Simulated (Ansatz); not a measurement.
`C[SiH2]O[SiH3]` + `SS` → `C[SiH2]SS` + silanol  (ligand exchange at the Si–O bond)

Gas-phase electronic energies from Ansatz, PBE0-D4/def2-TZVP geometries. CCSD(T)/CBS is the MP2 limit (def2-TZVPP, def2-QZVPP) plus CCSD(T) − MP2 in def2-TZVPP, frozen cores. This one scheme is used for every species. DFT in def2-TZVPP. Each species was taken in one conformer, which may not be the lowest.

Question: Is it downhill or uphill in electronic energy at CCSD(T)/CBS, and by how much? (An estimate is asked.)

Answer: Computed: Uphill: ΔE = +0.50 eV.

Question: What do these levels give: BLYP-D4, B97M-V, r2SCAN0-D4, HF/def2-TZVPP, MP2/def2-TZVPP, CCSD(T)/def2-TZVPP? (Best estimate.)

Answer: Computed: BLYP-D4 0.48, B97M-V 0.52, r2SCAN0-D4 0.49, HF/def2-TZVPP 0.77, MP2/def2-TZVPP 0.48, CCSD(T)/def2-TZVPP 0.52 eV.

Largest T1 diagnostic among the species: 0.011.

Leaving LDA and LC-ωPBE aside and taking each functional with its dispersion term where it has one, the values, not all of them listed here, spread over 0.28 eV, from revPBE-D4 to BHLYP-D4. From BLYP to BHLYP (50 % exact exchange), in def2-TZVPP and without D4, ΔE moves by +0.11 eV. In def2-TZVPP, CCSD(T) changes the Hartree–Fock value by −0.25 eV (the triples alone add −0.05 eV) and MP2 by −0.30 eV.
